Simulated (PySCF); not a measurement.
Job file and geometry (Å, from GFN2-xTB) of an NMR shielding run on `CO/C=[CH]\[Al]1[O]CC[O]1`, C5H9AlO3, GIAO PBE0/pcSseg-1 NMR shielding, non-relativistic, gas phase (PySCF 2.14.0, density-fitted response routines); density fitting, a coarse starting grid and PySCF grid level 2 are the driver's defaults:

```
$ OMP_NUM_THREADS=1 python probes_run.py task.json out

{"job": {"kind": "nmr", "xc": "PBE0", "basis": "pcSseg-1"}, "charge": 0, "multiplicity": 1}
C      2.641931    -0.759656     0.485232
O      1.637710     0.045505    -0.082414
C      1.989598     1.107798    -0.915383
C      0.914918     1.741263    -1.344016
Al    -0.338796     0.538753    -0.358052
O     -0.735752    -0.800977     0.657708
C     -2.113116    -0.941070     0.830432
C     -2.878281     0.188465     0.050762
O     -1.972784     1.001754    -0.604974
H      2.127483    -1.504176     1.088389
H      3.229275    -1.259393    -0.291793
H      3.305509    -0.165936     1.122054
H      3.050132     1.252725    -1.084373
H      0.939779     2.593076    -1.997785
H     -2.350793    -0.878727     1.897844
H     -2.426318    -1.921740     0.455989
H     -3.560773    -0.267143    -0.676141
H     -3.468482     0.786518     0.754863
```

Question: Write the output of this run.

Answer: 
```
coarse grid: 15896 points
cycle   1  E = -663.1243222244  dE =  1.459e+00  |g| = 1.100e+00  |ddm| = 3.819e+00
cycle   2  E = -662.7537442148  dE =  3.706e-01  |g| = 1.763e+00  |ddm| = 2.250e+00
cycle   3  E = -663.3497676821  dE = -5.960e-01  |g| = 1.423e-01  |ddm| = 1.562e+00
cycle   4  E = -663.3529940913  dE = -3.226e-03  |g| = 7.538e-02  |ddm| = 1.523e-01
cycle   5  E = -663.3540058427  dE = -1.012e-03  |g| = 2.292e-02  |ddm| = 6.025e-02
cycle   6  E = -663.3540964013  dE = -9.056e-05  |g| = 6.550e-03  |ddm| = 1.933e-02
cycle   7  E = -663.3541055307  dE = -9.129e-06  |g| = 1.644e-03  |ddm| = 6.022e-03
final grid: 149904 points
cycle   8  E = -663.4399168252  dE = -1.946e-05  |g| = 1.649e-02  |ddm| = 2.559e-02
cycle   9  E = -663.4398452611  dE =  7.156e-05  |g| = 2.582e-02  |ddm| = 2.407e-02
cycle  10  E = -663.4399653146  dE = -1.201e-04  |g| = 2.015e-03  |ddm| = 1.597e-02
cycle  11  E = -663.4399662855  dE = -9.709e-07  |g| = 4.329e-04  |ddm| = 1.854e-03
cycle  12  E = -663.4399663238  dE = -3.836e-08  |g| = 1.645e-04  |ddm| = 4.766e-04
cycle  13  E = -663.4399663299  dE = -6.013e-09  |g| = 3.030e-05  |ddm| = 1.406e-04
cycle  14  E = -663.4399663300  dE = -1.751e-10  |g| = 1.187e-05  |ddm| = 3.615e-05
converged SCF energy = -663.4399663300

GIAO shielding tensors (ppm)
atom      isotropic    diamagn.    paramagn.     s11        s22        s33       span
  0 C      130.574     242.410    -111.836    101.627    104.837    185.256     83.629
  1 O      238.102     408.340    -170.238    167.255    182.129    364.923    197.668
  2 C       27.103     254.062    -226.958    -99.987     83.677     97.619    197.607
  3 C       63.383     261.102    -197.720    -60.958     92.459    158.647    219.606
  4 Al     446.304     797.025    -350.722    395.621    418.402    524.887    129.266
  5 O      291.772     399.803    -108.032    186.497    325.878    362.940    176.443
  6 C      120.501     240.286    -119.785     94.054    106.653    160.796     66.742
  7 C      120.718     241.564    -120.846     94.120    108.059    159.976     65.856
  8 O      280.557     399.617    -119.060    171.141    323.699    346.831    175.690
  9 H       27.501      29.872      -2.371     22.588     27.241     32.673     10.084
 10 H       28.008      28.433      -0.424     24.418     25.368     34.239      9.821
 11 H       28.012      28.377      -0.365     24.415     25.383     34.238      9.823
 12 H       24.804      29.750      -4.946     23.045     23.678     27.688      4.644
 13 H       25.720      32.617      -6.896     23.787     25.868     27.507      3.720
 14 H       27.565      28.758      -1.193     22.994     26.101     33.601     10.607
 15 H       27.561      28.808      -1.247     22.934     26.097     33.652     10.718
 16 H       27.489      27.981      -0.492     23.103     25.909     33.455     10.352
 17 H       27.485      27.987      -0.501     23.047     25.896     33.513     10.467
```

Size and cost of the density-fitted run: 205 basis functions, 47 s wall time on 1 thread of an Arm Neoverse V1, shared host; peak memory 0.92 GiB.
